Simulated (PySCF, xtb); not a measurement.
BH3N, SMILES B=[NH2+], charge +1.

GFN2-xTB (xtb) at its own geometry gives an orbital gap of 5.18 eV.

Geometry: PBE0-D3(BJ)/def2-TZVP. The isomer is the one that the SMILES or the coordinates give; other isomers of the formula were not compared.

Q: What does r2SCAN/def2-TZVPD run with PySCF give? (The exact figures need the calculation; the answer reports its results.)

A: gap 6.40 eV (levels -15.82 and -9.42 eV).
